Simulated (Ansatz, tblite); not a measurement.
Forces on cyclo-(Me2SnS)3 (C6H18S3Sn3) at its PBE-D4/def2-SVP geometry. The state is a singlet with charge 0.

In the def2 sets Sn takes a core potential; there is no spin–orbit coupling. The xTB rows come from tblite. Single mean-field runs in def2-TZVP are fitted with def2-universal-jkfit.

GFN2-xTB (tblite), largest force 0.84 eV/Å:

```xyz
30
positions Å, forces eV/Å
Sn   -0.733    1.620   -1.452   -0.391    0.097    0.435
C     0.900    1.093   -2.776    0.640   -0.148   -0.484
C    -2.255    2.889   -2.329   -0.569    0.476   -0.336
S     0.116    2.850    0.495   -0.017   -0.506   -0.087
Sn    0.844    0.965    1.887    0.393    0.215   -0.387
C    -0.846    0.139    2.966   -0.648   -0.265    0.413
C     2.448    1.728    3.127    0.603    0.282    0.473
S     1.892   -0.759    0.474   -0.401    0.079    0.165
Sn   -0.087   -1.963   -0.341    0.001    0.284    0.042
C     0.541   -2.879   -2.203    0.238   -0.316   -0.745
C    -0.807   -3.360    1.156   -0.246   -0.490    0.617
S    -1.940   -0.396   -0.712    0.408    0.093   -0.123
H     0.520    0.456   -3.598    0.277    0.367    0.479
H     1.659    0.552   -2.179   -0.294    0.263   -0.475
H     1.338    2.021   -3.190   -0.224   -0.599    0.243
H    -2.670    2.398   -3.230    0.250    0.397    0.622
H    -1.806    3.862   -2.605   -0.360   -0.681    0.177
H    -3.058    3.049   -1.586    0.442   -0.041   -0.546
H    -0.545   -0.805    3.458   -0.230    0.544   -0.284
H    -1.656   -0.043    2.235    0.319    0.035    0.529
H    -1.179    0.872    3.726    0.157   -0.475   -0.472
H     2.071    2.569    3.740    0.309   -0.598   -0.418
H     2.821    0.920    3.786   -0.215    0.610   -0.433
H     3.266    2.084    2.473   -0.447   -0.200    0.505
H    -0.327   -3.379   -2.674    0.585    0.302    0.277
H     0.929   -2.092   -2.875   -0.174   -0.535    0.263
H     1.338   -3.620   -2.000   -0.536    0.484   -0.158
H     0.059   -3.756    1.719   -0.577    0.181   -0.318
H    -1.348   -4.191    0.664    0.377    0.563    0.350
H    -1.488   -2.826    1.844    0.332   -0.418   -0.324
```

r2SCAN-D4/def2-TZVP (Ansatz), largest force 0.56 eV/Å:

```
Sn -0.081 0.005 0.104
C 0.149 -0.044 -0.086
C -0.126 0.112 -0.070
S -0.021 -0.522 -0.093
Sn 0.080 0.035 -0.101
C -0.153 -0.064 0.064
C 0.134 0.070 0.102
S -0.498 0.072 0.128
Sn 0.006 0.100 0.018
C 0.046 -0.074 -0.164
C -0.046 -0.109 0.141
S 0.503 0.066 -0.095
H 0.182 0.312 0.392
H -0.361 0.269 -0.330
H -0.209 -0.448 0.199
H 0.200 0.241 0.435
H -0.222 -0.470 0.131
H 0.392 -0.079 -0.363
H -0.144 0.455 -0.229
H 0.385 0.084 0.394
H 0.159 -0.353 -0.367
H 0.186 -0.407 -0.295
H -0.178 0.395 -0.316
H -0.399 -0.175 0.319
H 0.423 0.243 0.224
H -0.183 -0.391 0.323
H -0.383 0.359 -0.099
H -0.425 0.180 -0.272
H 0.256 0.406 0.239
H 0.326 -0.269 -0.334
```

B97M-V/def2-TZVP (Ansatz), largest force 0.71 eV/Å:

```
Sn -0.115 0.045 0.117
C 0.176 -0.054 -0.096
C -0.152 0.138 -0.095
S -0.023 -0.579 -0.102
Sn 0.117 0.075 -0.103
C -0.182 -0.075 0.072
C 0.162 0.084 0.135
S -0.560 0.083 0.127
Sn 0.005 0.087 0.015
C 0.049 -0.099 -0.195
C -0.050 -0.139 0.164
S 0.565 0.071 -0.089
H 0.273 0.387 0.478
H -0.438 0.339 -0.445
H -0.238 -0.599 0.230
H 0.229 0.345 0.551
H -0.324 -0.589 0.152
H 0.484 -0.079 -0.491
H -0.225 0.570 -0.273
H 0.468 0.094 0.524
H 0.171 -0.483 -0.456
H 0.279 -0.518 -0.360
H -0.198 0.534 -0.387
H -0.491 -0.214 0.441
H 0.567 0.297 0.253
H -0.226 -0.512 0.378
H -0.489 0.451 -0.170
H -0.569 0.207 -0.325
H 0.321 0.500 0.348
H 0.410 -0.366 -0.399
```
